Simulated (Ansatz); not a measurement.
The pair A = CH4 (SMILES C) (first 5 atoms), B = CH2O2 (SMILES O=CO); geometry from B3LYP-D3(BJ)/def2-TZVP.
(charge 0, multiplicity 1):
```xyz
10

C     -0.0682     0.0225     0.0979
H      0.1341    -0.2322    -0.9411
H      0.6339    -0.5068     0.7414
H      0.0487     1.0998     0.2224
H     -1.0909    -0.2728     0.3365
O      1.1218    -0.6706     3.5805
C      0.3028     0.0575     4.0643
O     -0.6175     0.7542     3.3803
H      0.1928     0.2548     5.1384
H     -0.4992     0.5630     2.4337
```

Frozen-core correlation. MP2 and its Hartree–Fock in aug-cc-pVTZ are density fitted.

Run with Ansatz (Gaussian orbitals). Each number belongs to the level named beside it.

The counterpoise-corrected interaction energy is E(AB) − E(A in the pair's basis) − E(B in the pair's basis). Total energies (hartree):

| level | AB | A in the pair's basis | B in the pair's basis |
|---|---|---|---|
| HF/aug-cc-pVDZ | -228.9972152 | -40.1999056 | -188.7976562 |
| MP2/aug-cc-pVDZ | -229.6967723 | -40.3682979 | -189.3265895 |
| HF/aug-cc-pVTZ | -229.0577856 | -40.2135094 | -188.8444401 |
| MP2/aug-cc-pVTZ | -229.9039767 | -40.4145335 | -189.4868804 |
| CCSD(T)/aug-cc-pVDZ | -229.7541963 | -40.3961485 | -189.3561311 |

Question: Work out the counterpoise-corrected interaction energy at the basis-set limit: extrapolate the MP2 correlation part as X⁻³, take Hartree–Fock from the larger set, and add the CCSD(T) − MP2 difference of aug-cc-pVDZ.

Answer: 
1. Differences (1 hartree = 627.509 kcal/mol): HF/aug-cc-pVDZ 0.217; MP2/aug-cc-pVDZ -1.183; HF/aug-cc-pVTZ 0.103; MP2/aug-cc-pVTZ -1.608; CCSD(T)/aug-cc-pVDZ -1.203.
2. Correlation parts, MP2 less HF: -1.400 in aug-cc-pVDZ (X = 2), -1.711 in aug-cc-pVTZ (X = 3).
3. Limit (3³·(-1.711) − 2³·(-1.400))/(3³ − 2³) = -1.842; with HF/aug-cc-pVTZ it gives -1.739.
4. CCSD(T) less MP2 in aug-cc-pVDZ: -0.020.
Result: -1.76 kcal/mol, against -1.18 at MP2/aug-cc-pVDZ. It is an estimate of this method's limit, not of the exact value.

Ansatz is a first-principles code.
